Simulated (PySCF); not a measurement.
## Peak assignment

Atoms are numbered as in `[CH3:1]/[CH:2]=[CH:3]/[P:4]=[P:5]\[CH:6]1[CH2:7][CH2:8][CH2:9]1`. Hydrogens are named by the atom that carries them. Ha(C7), Ha(C8), Ha(C9) are cis to P5 on the ring; Hb(C7), Hb(C8), Hb(C9) are trans to P5 on the ring.

[PySCF 2.14.0 with density-fitted response routines: geometry: GFN2-xTB; NMR shieldings at PBE0/pcSseg-1/GIAO; rapidly exchanging positions averaged; one conformer; no solvent; non-relativistic]

Referencing at the same level of theory: TMS for 13C (σ = 186.93 ppm) and 1H (σ = 31.72 ppm).

Q: Assign these signals to the numbered atoms. 13C{1H} NMR (computed): δ 151.5, 148.7, 42.2, 31.5, 25.1, 19.6.

A: 
151.5 → C2, alkene CH: an sp2 carbon of a C=C bond
148.7 → C3, alkene CH
42.2 → C6, sp3 CH bonded to P
31.5 → C7/C9, sp3 CH2 in a ring: saturated and bonded to C and H only
25.1 → C1, allylic methyl carbon: a saturated carbon with 1 carbon neighbour and no heteroatom attached
19.6 → C8, sp3 CH2 in a ring: a saturated carbon with 2 carbon neighbours and no heteroatom attached

Q: Assign these signals to the numbered atoms. 1H NMR (300 MHz, computed): δ 7.96 (m, 1H), 6.54 (m, 1H), 4.11 (m, 1H), 2.70 (m, 2H), 2.40 (m, 2H), 2.19 (m, 1H), 2.19 (d, 3H), 2.14 (m, 1H).

A: 
| δ (ppm) | atoms | environment | reason |
| --- | --- | --- | --- |
| 7.96 | H(C3) | hydrogen on an alkene CH | attached to an sp2 carbon and in the plane of the double bond |
| 6.54 | H(C2) | hydrogen on an alkene CH | – |
| 4.11 | H(C6) | hydrogen on an sp3 CH bonded to P | – |
| 2.70 | Hb(C7)/Hb(C9) | hydrogen on an sp3 CH2 in a ring | – |
| 2.40 | Ha(C7)/Ha(C9) | hydrogen on an sp3 CH2 in a ring | – |
| 2.19 | Hb(C8) | hydrogen on an sp3 CH2 in a ring | – |
| 2.19 | H(C1) | hydrogen on an allylic methyl carbon | allylic position |
| 2.14 | Ha(C8) | hydrogen on an sp3 CH2 in a ring | – |

Hb(C8) and H(C1); H(C1) and Ha(C8) lie closer than the usual error of such a calculation, so a measured spectrum could show them in the other order.

Splittings by 31P in the carbon and heteronuclear signals aren't shown, as no couplings were computed. Shifts are as computed. Against solution values, carbons near 30 ppm lie about +3 ppm off and those near 130 ppm about +5 ppm. Of 1211 compounds with measured shifts, 218 miss one by over three times the rms of a fit or turn the order of signals round; such compounds aren't used in these exercises. No couplings were computed; multiplicities are counted from neighbouring protons, with m where these are inequivalent, close in shift, in a saturated or five-membered ring or joined by F or P, and br s for small geminal =CH2 splittings.
